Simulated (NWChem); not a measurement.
System: silylarsine (SiAsH5); SMILES [SiH3][AsH2]

Excerpt of the output:

```
             Northwest Computational Chemistry Package (NWChem) 7.3.0
             --------------------------------------------------------

                             Geometry "geometry" -> ""
                             -------------------------

 Output coordinates in angstroms (scale by  1.889725989 to convert to a.u.)

  No.       Tag          Charge          X              Y              Z
 ---- ---------------- ---------- -------------- -------------- --------------
    1 Si                  14.0000    -0.02003400     1.57407900     0.00000000
    2 As                  33.0000    -0.04410700    -0.81825000     0.00000000
    3 H                    1.0000    -0.74485200     2.05370000    -1.20733300
    4 H                    1.0000    -0.74485200     2.05370000     1.20733300
    5 H                    1.0000     1.34737500     2.16002900     0.00000000
    6 H                    1.0000     1.02046300    -0.90021400    -1.10158200
    7 H                    1.0000     1.02046300    -0.90021400     1.10158200

 Effective nuclear repulsion energy (a.u.)     163.0341436171

                              NWChem Property Module
                              ----------------------

  itol2e modified to match energy
  convergence criterion.

                                 NWChem DFT Module
                                 -----------------

 Summary of "ao basis" -> "ao basis" (spherical)
 ------------------------------------------------------------------------------
       Tag                 Description            Shells   Functions and Types
 ---------------- ------------------------------  ------  ---------------------
 Si                         pcsseg-2                15       43   5s7p2d1f
 As                         pcsseg-2                21       63   6s10p4d1f
 H                          pcsseg-2                 6       14   3s2p1d

  itol2e modified to match energy
  convergence criterion.

[...]

          -----------------------------------------
          Chemical Shielding Tensors (GIAO, in ppm)
          -----------------------------------------

                                NWChem CPHF Module
                                ------------------

  scftype          =     RHF
  nclosed          =       26
  nopen            =        0
  variables        =     3900
  # of vectors     =        3
  tolerance        = 0.10D-03
  level shift      = 0.00D+00
  max iterations   =       50
  max subspace     =       30

 SCF residual:    7.2674816394874381E-005

Iterative solution of linear equations
  No. of variables     3900
  No. of equations        3
  Maximum subspace       30
        Iterations       50
       Convergence  1.0D-04

   iter   nsub   residual    time
   ----  ------  --------  ---------
     1      3    2.99D-01     225.0
     2      6    1.17D-02     247.7
     3      9    5.21D-04     270.6
     4     12    2.05D-05     305.6

------------------------------------------------------------
EAF file 0: "./job.aoints.0" size=514326528 bytes
------------------------------------------------------------
               write      read    awrite     aread      wait
               -----      ----    ------     -----      ----
     calls:      981         0         0         0         0
   data(b): 5.14e+08  0.00e+00  0.00e+00  0.00e+00
   time(s): 0.00e+00  0.00e+00  0.00e+00  0.00e+00  0.00e+00
rate(mb/s): 0.00e+00  0.00e+00
------------------------------------------------------------

      Atom:    1  Si
        Diamagnetic
    876.0047     -0.1550     -0.0000
     -0.1550    886.0686      0.0000
     -0.0000      0.0000    876.2140

        Paramagnetic
   -481.6831     -3.1892      0.0000
     -3.1892   -447.9399      0.0000
      0.0000      0.0000   -496.6471

        Total Shielding Tensor
    394.3215     -3.3442      0.0000
     -3.3442    438.1287      0.0000
      0.0000      0.0000    379.5669

           isotropic =     404.0057
          anisotropy =      51.5652

          Principal Components and Axis System
                 1           2           3
              438.3825    394.0677    379.5669

      1        -0.0757      0.9971     -0.0000
      2         0.9971      0.0757     -0.0000
      3         0.0000      0.0000      1.0000

      Atom:    2  As
        Diamagnetic
   2874.7876     -1.2272     -0.0000
     -1.2272   2880.0361      0.0000
     -0.0000      0.0000   2877.0811

        Paramagnetic
  -1090.5501    -17.2817      0.0000
    -17.2817  -1042.5930     -0.0000
      0.0000     -0.0000   -833.3052

        Total Shielding Tensor
   1784.2375    -18.5090      0.0000
    -18.5090   1837.4431     -0.0000
      0.0000     -0.0000   2043.7759

           isotropic =    1888.4855
          anisotropy =     232.9356

          Principal Components and Axis System
                 1           2           3
             2043.7759   1843.2485   1778.4321

      1         0.0000     -0.2993      0.9542
      2        -0.0000      0.9542      0.2993
      3         1.0000      0.0000     -0.0000

      Atom:    3  H
        Diamagnetic
     25.9028     -2.8445      4.9457
     -2.8445     28.4207     -4.6646
      4.9457     -4.6646     31.3158

        Paramagnetic
      0.1079      0.8915     -2.3687
      0.8915     -0.1986      1.4958
     -2.3687      1.4958     -2.9566

        Total Shielding Tensor
     26.0107     -1.9531      2.5770
     -1.9531     28.2221     -3.1688
      2.5770     -3.1688     28.3592

           isotropic =      27.5307
          anisotropy =       8.1261

[...]
```

Level: B3LYP/pcSseg-2, GIAO. All runs use the structure optimised with B3LYP/6-31G* (spherical d). The output numbers the shielded atoms by their place in the input's list. The printed shielding anisotropy is the first printed principal value minus the mean of the other two.

**Question.** Which NWChem input produces such a log?

**Answer.** Several could match; the one computed here: the input that was run:
```
start job
memory heap 200 mb stack 900 mb global 1100 mb
geometry units angstroms noautosym nocenter noautoz
  Si    -0.020034     1.574079     0.000000
  As    -0.044107    -0.818250     0.000000
  H     -0.744852     2.053700    -1.207333
  H     -0.744852     2.053700     1.207333
  H      1.347375     2.160029     0.000000
  H      1.020463    -0.900214    -1.101582
  H      1.020463    -0.900214     1.101582
end
basis spherical
  Si library pcsseg-2
  As library pcsseg-2
  H library pcsseg-2
end
dft
  xc b3lyp
  iterations 150
  semidirect filesize 400000000
end
property
  shielding 5 1 2 3 5 6
end
task dft property
```
